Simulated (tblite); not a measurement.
C8H6Cl (doublet state).
SMILES with atom numbers: `[CH:1]#[C:2][C:3]1=[CH:4][CH:5]=[CH:6][C:7]([Cl:8])[CH2:9]1` (hydrogens: H10 on C1; H11 on C4; H12 on C5; H13 on C6; H14, H15 on C9)

Level: GFN2-xTB in tblite, geometry and Hessian alike; calculated harmonic values, unscaled, isolated species. The method is semi-empirical: single wavenumbers can be off by several per cent or more. Open shells enter through the occupations alone, without spin polarisation, and single modes of such species can be off by tens of per cent.

Harmonic wavenumbers (cm⁻¹): 68.2, 114.3, 150.2, 249.3, 262.9, 356.6, 367.1, 426.1, 452.2, 463.4, 495.4, 606.2, 640.9, 671.1, 748.2, 816.7, 854.9, 892.6, 919.1, 922.8, 1023.8, 1084.0, 1126.3, 1156.2, 1207.7, 1259.3, 1310.4, 1337.6, 1376.8, 1425.4, 1482.2, 1580.8, 2201.7, 2835.4, 2885.5, 3082.9, 3093.7, 3113.1, 3395.6.

A = 2768, B = 869.4, C = 664.3 MHz; mass 137.016 u (most abundant isotopes); point group Cs, symmetry number 1; spin multiplicity 2.

Task: What is the zero-point energy?

Result: ½Σν̃ = 23228 cm⁻¹ = 277.87 kJ/mol.

Task: Entropy at 298.15 K, 1 bar (ideal gas, RRHO, classical rotation)?

Result: Translation 170.22, rotation 124.21, vibration 89.45, spin (R ln 2) 5.76: S = 389.6 J/(mol K).

Task: And Cp and H(298.15 K) − H(0)?

Result: Cp = 142.65 J/(mol K), of which vibrations give 109.39 (their classical limit is 39 R = 324.3); H(298.15 K) − H(0) = 25.18 kJ/mol without the zero-point energy, 15.26 from vibrations.

Task: Blend soft modes into free rotors: weight 1/[1 + (100 cm⁻¹/ν̃)⁴] for the oscillator and the rest for a rotor with moment μB/(μ + B), μ = h/(8π²ν), B = 10⁻⁴⁴ kg m². What vibrational entropy results?

Result: 85.33 J/(mol K) in place of 89.45, which changes −T·S at 298.15 K by +1.23 kJ/mol.

Task: What must be added to the electronic energy to get the Gibbs energy at 298.15 K and 1 bar?

Result: ZPE + [H(298.15 K) − H(0)] − T·S = 277.87 + 25.18 − 116.17 = 186.88 kJ/mol.

Task: Which modes carry the vibrational entropy at 298.15 K?

Result: 68.2 cm⁻¹: 17.59; 114.3 cm⁻¹: 13.37; 150.2 cm⁻¹: 11.17; 249.3 cm⁻¹: 7.26; 262.9 cm⁻¹: 6.87; 356.6 cm⁻¹: 4.76 J/(mol K); the other 33 give 28.44 together.

Hindered rotation and anharmonicity are outside this model.

Time: 0.45 s. Hardware: an Arm Neoverse V2 with one thread, on a shared host. The figure is for the frequency step alone.
